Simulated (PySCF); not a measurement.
CrF₂O₂, charge +1, doublet (typed; the unrestricted solution is spin-contaminated), geometry from GFN2-xTB (such geometries of metal compounds can be far from the true shape) (the multiplicity is a formal guess). Base run: HF/6-31G** in PySCF.

The PySCF input:
```python
from pyscf import gto, scf

mol = gto.M(
    atom='''
Cr    0.01118155   -0.00196348    0.00367441
O     1.30740151   -0.33886244   -0.81700737
O     0.62165511    0.00011938    1.45092123
F    -0.60715804    1.45013665   -0.40033288
F    -1.13737641   -1.14379575   -0.17294452
''',
    basis='6-31g**',
    charge=1,
    spin=1,
    verbose=4,
)

mf = scf.UHF(mol)
mf.kernel()
```

The base run was repeated with changes; each row names its change, and settings that it needs were set with it.

```json
[
 {"change": "base", "ΔE vs base (mEh)": "0.000", "fitting functions": "-", "outcome": "converged"},
 {"change": "auxbasis = cc-pvtz-ri", "ΔE vs base (mEh)": "-", "fitting functions": "-", "outcome": "input refused"},
 {"change": "auxbasis = even-tempered beta=3.0", "ΔE vs base (mEh)": "0.090", "fitting functions": "552", "outcome": "converged"},
 {"change": "only_dfj = on; auxbasis = def2-universal-jfit", "ΔE vs base (mEh)": "-0.599", "fitting functions": "285", "outcome": "converged"},
 {"change": "auxbasis = default (with mf = mf.density_fit())", "ΔE vs base (mEh)": "0.240", "fitting functions": "625", "outcome": "converged"},
 {"change": "auxbasis = def2-universal-jfit", "ΔE vs base (mEh)": "2673.3", "fitting functions": "285", "outcome": "converged"},
 {"change": "auxbasis = autoaux", "ΔE vs base (mEh)": "0.231", "fitting functions": "830", "outcome": "converged"},
 {"change": "auxbasis = cc-pvtz-jkfit", "ΔE vs base (mEh)": "-", "fitting functions": "-", "outcome": "input refused"},
 {"change": "auxbasis = even-tempered beta=2.0", "ΔE vs base (mEh)": "0.032", "fitting functions": "845", "outcome": "converged"},
 {"change": "auxbasis = def2-tzvp-ri", "ΔE vs base (mEh)": "-4482.8", "fitting functions": "486", "outcome": "converged"}
]
```

A fitting set is made for a task (jfit for Coulomb, jkfit for Coulomb and exchange, ri for correlation) and for a family of orbital bases.

Open shells are given as the SCF converged; they aren't shown to be the lowest states, and a large step between rows can be another state.

- auxbasis = cc-pvtz-ri: ended with `pyscf.lib.exceptions.BasisNotFoundError: Basis set not found for Cr in cc-pvtz-ri`
- auxbasis = cc-pvtz-jkfit: ended with `pyscf.lib.exceptions.BasisNotFoundError: Basis set not found for Cr in cc-pvtz-jkfit`
